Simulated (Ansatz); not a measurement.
Born–Oppenheimer molecular dynamics of BFH5NO (9 atoms, charge 0, multiplicity 1). It starts at the highest image of a converged band, a first-order saddle point between two minima.

Computed with RKS PBE-D4/def2-SVP (Ansatz).

| Quantity | Value |
| --- | --- |
| ensemble | NVE (velocity Verlet) |
| time step | 0.5 fs |
| steps asked | 200 |
| starting velocities drawn for | 100 K |
| seed | 6200 |

First frame:

```xyz
9
Properties=species:S:1:pos:R:3
B -0.052 0.220 0.260
N -0.010 0.062 1.821
H -0.727 -0.536 2.244
H 0.912 -0.200 2.191
F 1.159 -0.016 -0.340
H -1.047 -0.261 -0.281
O -0.243 1.836 0.417
H -1.139 2.096 0.131
H -0.250 1.400 1.500
```

**Question.** How far do the bonds stretch over the last three quarters of this one trajectory? (Pairs bonded in most of those frames.)

**Answer.** 
| bond | mean (Å) | spread (Å) | shortest | longest |
| --- | --- | --- | --- | --- |
| B1–F5 | 1.370 | 0.029 | 1.31 | 1.41 |
| B1–H6 | 1.229 | 0.012 | 1.20 | 1.25 |
| B1–O7 | 1.390 | 0.029 | 1.35 | 1.46 |
| N2–H3 | 1.030 | 0.010 | 1.01 | 1.05 |
| N2–H4 | 1.031 | 0.020 | 0.99 | 1.07 |
| N2–H9 | 1.032 | 0.026 | 0.99 | 1.08 |
| O7–H8 | 0.974 | 0.006 | 0.96 | 0.99 |

Pairs bonded in part of these frames only: B1–N2 6 %.

Mean temperature of the second half: 343 K. The conserved energy stayed within 0.11 meV per atom of its start (net change -0.072 meV per atom), so the integration is sound. The kinetic energy rose, since the run started high on the potential surface and went downhill. It ends in pieces (BFH2O + H3N), so much of that is their flight and rotation, not heat. A run of 0.1 ps of so small a system gives no equilibrium averages. The orbitals stay closed-shell, which can raise the energy where a bond breaks towards radicals; this wasn't checked here.

Time of the run: 10 min on 1 thread of Arm Neoverse N1, with other jobs on the host, peak memory 0.11 GiB.
